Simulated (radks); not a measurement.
Hf XXVIII, configuration [Kr] 4d9.

Method: scalar-relativistic Kohn-Sham, r2SCAN, spin-polarised, spherical densities, finite nucleus; open shells are filled with parallel spins first (spin-orbit coupling, left out, can overturn this in heavy ions); meta-GGA in the generalised Kohn-Sham scheme; Fermi nuclear charge, rms radius 5.347 fm; computed with a radial shooting solver on a logarithmic mesh with Libxc functionals.

Energy parts (hartree):
part                       energy
total                 -14742.2237
kinetic                16182.9431
electron-nucleus      -34770.4447
Hartree                 4116.9959
exchange-correlation    -271.7180

Orbitals (lengths in bohr, moments of r in powers of bohr; <r^-3> diverges for s and p1/2; r(90%) holds 90 % of the orbital's charge):
orbital  occ.  eigenvalue (hartree)       <r^4>  <r^-3>  r(90%)
1s up       1             -2435.410   6.632e-07       -  0.0345
1s down     1             -2435.410   6.632e-07       -  0.0345
2s up       1             -445.6493   0.0001009       -   0.125
2s down     1             -445.5996   0.0001009       -   0.125
2p up       3             -395.3182  0.00007846   17770   0.117
2p down     3             -395.2792  0.00007845   17770   0.117
3s up       1             -128.1806    0.003649       -   0.304
3s down     1             -128.1709    0.003646       -   0.304
3p up       3             -113.0677    0.003881    3970   0.310
3p down     3             -113.0532    0.003877    3969   0.310
3d up       5             -95.25239    0.002991   512.8   0.291
3d down     5             -95.21834    0.002989   512.7   0.291
4s up       1             -50.26808     0.06683       -   0.626
4s down     1             -50.16716     0.06693       -   0.626
4p up       3             -44.89843     0.07986    1092   0.656
4p down     3             -44.79908     0.08003    1091   0.656
4d up       5             -38.07343     0.09145   133.1   0.682
4d down     4             -37.97346     0.09172   133.0   0.682

The highest occupied level is 4d down at -1033.3 eV. The electron density at the nucleus is 1.282e+06 e/bohr^3 (large components only). For comparison, the ionisation energy in NIST's Atomic Spectra Database is 1047 eV (theoretical). In exact Kohn-Sham theory the highest level is minus the ionisation energy, but local and semilocal functionals leave it too shallow, through self-interaction and a potential that decays too fast; potentials with the right tail come closer. Summed over all electrons, <r^2> = 4.962 bohr^2, which gives a Langevin (diamagnetic) susceptibility term of -3.93 x 10^-6 cm^3/mol. Spin moment in Bohr magnetons: 1. The spin density at the nucleus is -2.029 e/bohr^3 (1s -0.244, 2s -9.117, 3s 2.797, 4s 4.535).
